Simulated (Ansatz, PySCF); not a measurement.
Stretching the Ge1–H3 bond in GeH3I (SMILES [GeH3][I]) (multiplicity 1 held, fragments rigid). Energies count from the point at 1.533 Å.
Geometry at that point (charge 0, multiplicity 1):
```json
[
 {"atom": "Ge", "x (Å)": "-1.5135", "y (Å)": "-0.0284", "z (Å)": "0.0000"},
 {"atom": "I", "x (Å)": "1.0256", "y (Å)": "0.0192", "z (Å)": "0.0000"},
 {"atom": "H", "x (Å)": "-1.9518", "y (Å)": "-1.2672", "z (Å)": "-0.7897"},
 {"atom": "H", "x (Å)": "-1.9736", "y (Å)": "-0.1057", "z (Å)": "1.4603"},
 {"atom": "H", "x (Å)": "-1.9992", "y (Å)": "1.2618", "z (Å)": "-0.6708"}
]
```

Restricted levels (R-, RO-) in cc, def2 and unpolarised 6-31G sets keep to the state of the molecule at rest. Unrestricted levels (U-) break spin symmetry where that is lower. Levels need not reach the same state.

Rows in LANL2DZ carry no dispersion term and start afresh at each structure. LANL2DZ brings its own core potentials from Na on.

Codes used: Ansatz (Gaussian orbitals); PySCF for LANL2DZ rows.  In def2 rows elements past Kr take small-core potentials, without spin–orbit coupling.

Problem. One of these levels gives 5.179 eV for the energy at R = 4.906 Å. Name it.
A. R-PBE/def2-TZVPP
B. R-B3LYP/def2-TZVPP
C. U-wB97X-V/def2-TZVPP
D. U-HF/LANL2DZ

Solution. B, R-B3LYP/def2-TZVPP. The others give 2.823 (U-HF/LANL2DZ), 4.692 (R-PBE/def2-TZVPP), 3.797 (U-wB97X-V/def2-TZVPP)

Doubts at one or more of the structures used: a spin-contaminated determinant (U-HF/LANL2DZ, U-wB97X-V/def2-TZVPP); a restricted determinant that unrestricted orbitals would lower (R-PBE/def2-TZVPP, R-B3LYP/def2-TZVPP).

Ansatz is a program for electronic structure.
